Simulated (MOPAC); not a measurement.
MOPAC input (PM7):

```
PM7 PRECISE GNORM=0.05 LET XYZ UHF MS=0.5 GEO-OK AUX(PRECISION=9) THREADS=1
CH4FSi

C     1.53135800 1    0.34930600 1    0.14838200 1
Si   -0.30050500 1    0.31653100 1    0.19603400 1
F    -0.83770300 1   -0.99927100 1   -0.55858700 1
H     2.13709500 1   -0.53308500 1    0.32384300 1
H     2.09452700 1    1.25856800 1   -0.02927100 1
H    -0.81348700 1    0.23745600 1    1.58321000 1
H    -0.85988900 1    1.50322400 1   -0.48527000 1
```

Output:

```
 *******************************************************************************
 **                                                                           **
 **                              MOPAC v23.2.5                                **
 **                                                                           **
 *******************************************************************************
 ** MOPAC's Digital Object Identifier: https://doi.org/10.5281/zenodo.6511958 **
 **                                                                           **
 ** Please cite the open-source release paper for use of this MOPAC version:  **
 ** J. E. Moussa and J. J. P. Stewart (2026)                                  **
 ** MOPAC: An open-source semiempirical molecular orbital program             **
 ** J. Open Source Softw., 11(119), 8025, https://doi.org/10.21105/joss.08025 **
 *******************************************************************************

                              PM7 CALCULATION RESULTS

 *******************************************************************************
 *  PM7        - The PM7 Hamiltonian to be used
 *  GEO-OK     - OVERRIDE INTERATOMIC DISTANCE AND OTHER SAFETY CHECKS
 *  UHF        - UNRESTRICTED HARTREE-FOCK CALCULATION
 *  MS=        - IN MECI, MAGNETIC COMPONENT OF SPIN =  0.5
 *  LET        - OVERRIDE SOME SAFETY CHECKS
 *  PRECISE    - TIGHTER CRITERIA TO BE USED
 *  XYZ        - CARTESIAN COORDINATE SYSTEM TO BE USED
 *  GNORM      - EXIT WHEN GRADIENT NORM DROPS BELOW 0.050
 *  AUX        - OUTPUT AUXILIARY INFORMATION
 *******************************************************************************
PM7 PRECISE GNORM=0.05 LET XYZ UHF MS=0.5 GEO-OK AUX(PRECISION=9) THREADS=1
 CH4FSi

   ATOM   CHEMICAL          X               Y               Z
  NUMBER   SYMBOL      (ANGSTROMS)     (ANGSTROMS)     (ANGSTROMS)

     1       C          1.53135800  *   0.34930600  *   0.14838200  *
     2      Si         -0.30050500  *   0.31653100  *   0.19603400  *
     3       F         -0.83770300  *  -0.99927100  *  -0.55858700  *
     4       H          2.13709500  *  -0.53308500  *   0.32384300  *
     5       H          2.09452700  *   1.25856800  *  -0.02927100  *
     6       H         -0.81348700  *   0.23745600  *   1.58321000  *
     7       H         -0.85988900  *   1.50322400  *  -0.48527000  *

          CARTESIAN COORDINATES

    NO.       ATOM           X           Y           Z

     1         C          1.5314      0.3493      0.1484
     2        Si         -0.3005      0.3165      0.1960
     3         F         -0.8377     -0.9993     -0.5586
     4         H          2.1371     -0.5331      0.3238
     5         H          2.0945      1.2586     -0.0293
     6         H         -0.8135      0.2375      1.5832
     7         H         -0.8599      1.5032     -0.4853

 General Reference for PM7:
 "Optimization of Parameters for Semiempirical Methods VI: More Modifications to the
 NDDO Approximations and Re-optimization of Parameters", J. J. P. Stewart, J. Mol. Mod., 1:32, 19 (2013)
 https://link.springer.com/article/10.1007/s00894-012-1667-x

           Empirical Formula: C H4 Si F  =     7 atoms

      MOLECULAR POINT GROUP   :   C1

          UHF CALCULATION, NO. OF ALPHA ELECTRONS =   10
                           NO. OF BETA  ELECTRONS =    9

          Geometry optimization using EF

          DIAGONAL MATRIX USED AS START HESSIAN

 CYCLE:     1  GRAD.:    36.376 HEAT: -70.34341
 CYCLE:     2  GRAD.:   296.154 HEAT: -53.94822
 CYCLE:     3  GRAD.:    44.519 HEAT: -70.27159
 CYCLE:     4  GRAD.:   109.658 HEAT: -64.22035
 CYCLE:     5  GRAD.:    39.440 HEAT: -70.18419
 CYCLE:     6  GRAD.:    71.721 HEAT: -67.48234
 CYCLE:     7  GRAD.:    15.661 HEAT: -71.30821
 CYCLE:     8  GRAD.:    28.607 HEAT: -70.86319
 CYCLE:     9  GRAD.:     2.371 HEAT: -71.46232
 CYCLE:    10  GRAD.:     8.359 HEAT: -71.44300
 CYCLE:    11  GRAD.:     1.646 HEAT: -71.47392
 CYCLE:    12  GRAD.:     3.467 HEAT: -71.47482
 CYCLE:    13  GRAD.:     1.340 HEAT: -71.48538
 CYCLE:    14  GRAD.:     1.078 HEAT: -71.49162
 CYCLE:    15  GRAD.:     1.228 HEAT: -71.49728
 CYCLE:    16  GRAD.:     1.367 HEAT: -71.50455
 CYCLE:    17  GRAD.:     1.748 HEAT: -71.51693
 CYCLE:    18  GRAD.:     2.827 HEAT: -71.53620
 CYCLE:    19  GRAD.:     4.693 HEAT: -71.56405
 CYCLE:    20  GRAD.:     5.060 HEAT: -71.62339
 CYCLE:    21  GRAD.:     2.638 HEAT: -71.65890
 CYCLE:    22  GRAD.:    22.856 HEAT: -71.34851
 CYCLE:    23  GRAD.:     1.182 HEAT: -71.68050
 CYCLE:    24  GRAD.:     0.702 HEAT: -71.68718
 CYCLE:    25  GRAD.:    13.290 HEAT: -71.60196
 CYCLE:    26  GRAD.:     0.663 HEAT: -71.69654
 CYCLE:    27  GRAD.:     0.904 HEAT: -71.70238
 CYCLE:    28  GRAD.:    11.304 HEAT: -71.64507
 CYCLE:    29  GRAD.:     0.886 HEAT: -71.71039
 CYCLE:    30  GRAD.:     1.062 HEAT: -71.71512
 CYCLE:    31  GRAD.:    12.890 HEAT: -71.62394
 CYCLE:    32  GRAD.:     0.782 HEAT: -71.72086
 CYCLE:    33  GRAD.:     0.763 HEAT: -71.72438
 CYCLE:    34  GRAD.:    11.239 HEAT: -71.65367
 CYCLE:    35  GRAD.:     0.441 HEAT: -71.72900
 CYCLE:    36  GRAD.:     0.416 HEAT: -71.73176
 CYCLE:    37  GRAD.:     9.518 HEAT: -71.67900
 CYCLE:    38  GRAD.:     0.246 HEAT: -71.73480
 CYCLE:    39  GRAD.:     0.258 HEAT: -71.73667
 CYCLE:    40  GRAD.:     6.187 HEAT: -71.71582
 CYCLE:    41  GRAD.:     0.210 HEAT: -71.73888
 CYCLE:    42  GRAD.:     0.299 HEAT: -71.74006
 CYCLE:    43  GRAD.:     2.548 HEAT: -71.73829
 CYCLE:    44  GRAD.:     0.213 HEAT: -71.73608
 CYCLE:    45  GRAD.:     0.255 HEAT: -71.74051
 CYCLE:    46  GRAD.:     2.222 HEAT: -71.73936
 CYCLE:    47  GRAD.:     0.117 HEAT: -71.74189
 CYCLE:    48  GRAD.:     0.303 HEAT: -71.74225
 CYCLE:    49  GRAD.:     0.641 HEAT: -71.74242
 CYCLE:    50  GRAD.:     0.337 HEAT: -71.74256
 CYCLE:    51  GRAD.:     0.145 HEAT: -71.74272
 CYCLE:    52  GRAD.:     0.045 HEAT: -71.74277

     GRADIENT =  0.04527 IS LESS THAN CUTOFF =  0.05000

 -------------------------------------------------------------------------------
 PM7 PRECISE GNORM=0.05 LET XYZ UHF MS=0.5 GEO-OK AUX(PRECISION=9) THREADS=1
 CH4FSi

     GEOMETRY OPTIMISED USING EIGENVECTOR FOLLOWING (EF).
     SCF FIELD WAS ACHIEVED

                              PM7 CALCULATION
                                                       MOPAC v23.2.5 Linux

          FINAL HEAT OF FORMATION =        -71.74277 KCAL/MOL =    -300.17173 KJ/MOL

          COSMO AREA              =         99.20 SQUARE ANGSTROMS
          COSMO VOLUME            =         85.82 CUBIC ANGSTROMS

          GRADIENT NORM           =          0.04527          =       0.01711 PER ATOM
          IONIZATION POTENTIAL    =         10.233530 EV
          ALPHA SOMO LUMO (EV)    =        -10.234  0.935
          BETA  SOMO LUMO (EV)    =        -12.404 -0.236
          NO. OF ALPHA ELECTRONS  =         10
          NO. OF BETA  ELECTRONS  =          9
          MOLECULAR WEIGHT        =         63.1265         POINT GROUP:  Cs

          MOLECULAR DIMENSIONS (Angstroms)

            Atom       Atom       Distance
            H     5    F     3     3.77600
            H     4    H     7     3.27723
            H     6    H     7     2.21804

          SCF CALCULATIONS        =         53

   ATOM   CHEMICAL          X               Y               Z
  NUMBER   SYMBOL      (ANGSTROMS)     (ANGSTROMS)     (ANGSTROMS)

     1       C          1.49637290  *   0.35026038  *   0.15171377  *
     2      Si         -0.30199334  *   0.31862299  *   0.15844380  *
     3       F         -0.81384781  *  -1.03030472  *  -0.47302892  *
     4       H          2.08217402  *  -0.47028963  *  -0.24081687  *
     5       H          2.08490690  *   1.17172019  *   0.53022433  *
     6       H         -0.77890467  *   0.43368171  *   1.53583858  *
     7       H         -0.80487192  *   1.45144903  *  -0.61726469  *

                             CARTESIAN COORDINATES

   1    C        1.496372898     0.350260381     0.151713775
   2   Si       -0.301993345     0.318622989     0.158443801
   3    F       -0.813847813    -1.030304725    -0.473028922
   4    H        2.082174020    -0.470289633    -0.240816867
   5    H        2.084906897     1.171720194     0.530224326
   6    H       -0.778904672     0.433681710     1.535838583
   7    H       -0.804871925     1.451449025    -0.617264693

           Empirical Formula: C H4 Si F  =     7 atoms

      MOLECULAR POINT GROUP   :   Cs

          ALPHA EIGENVALUES
 -40.18753 -24.45730 -17.34125 -16.07709 -15.98295 -15.23597 -14.20777 -13.08789
 -12.71259 -10.23353   0.93496   1.57187   2.25419   5.61409   5.99011   6.92804
  21.79122  21.93027  22.30719  22.91263  23.30382

           BETA EIGENVALUES
 -40.19137 -24.00478 -17.19325 -16.02550 -15.96571 -15.15601 -14.00569 -12.83171
 -12.40370  -0.23560   0.96151   1.77260   2.49078   5.79602   6.25403   6.99716
  21.78237  22.02543  22.36965  22.91742  23.29971

              NET ATOMIC CHARGES AND DIPOLE CONTRIBUTIONS

  ATOM NO.   TYPE          CHARGE      No. of ELECS.   s-Pop       p-Pop       d-Pop
    1          C          -0.399436        4.3994     1.14035     3.25908
    2         Si           0.283904        3.7161     0.88189     2.62020     0.21401
    3          F          -0.357629        7.3576     1.92111     5.43651
    4          H           0.162465        0.8375     0.83754
    5          H           0.156033        0.8440     0.84397
    6          H           0.077338        0.9227     0.92266
    7          H           0.077325        0.9227     0.92267
 DIPOLE           X         Y         Z       TOTAL
 POINT-CHG.     0.714     2.744     1.288     3.114
 HYBRID         0.288    -1.154    -0.549     1.310
 SUM            1.003     1.590     0.739     2.020

          ATOMIC ORBITAL ELECTRON POPULATIONS

     Atom    s        px        py        pz      x^2-y^2     xz        z^2       yz        xy
    1  C   1.14035   1.12749   1.11509   1.01650
    2 Si   0.88189   0.88307   0.71569   1.02145   0.05668   0.02656   0.04255   0.04104   0.04717
    3  F   1.92111   1.90251   1.65191   1.88209
    4  H   0.83754
    5  H   0.84397
    6  H   0.92266
    7  H   0.92267

                    (SZ)    =    0.500000
                    (S**2)  =    0.754586

          ATOMIC ORBITAL SPIN POPULATIONS

    Atom   Total    s     px     py     pz   x^2-y^2  xz     z^2    yz     xy
         Atomic
    1  C  1.0675  0.027  0.043  0.201  0.797
    2 Si -0.0596 -0.009 -0.040 -0.007 -0.019  0.000  0.011  0.001  0.000  0.002
    3  F -0.0017 -0.000 -0.001 -0.000 -0.001
    4  H -0.0289 -0.029
    5  H -0.0292 -0.029
    6  H  0.0260  0.026
    7  H  0.0259  0.026

 **********************
 *                    *
 * JOB ENDED NORMALLY *
 *                    *
 **********************

 == MOPAC DONE ==
```

The geometry given is a B3LYP-D3(BJ)/def2-TZVP minimum.
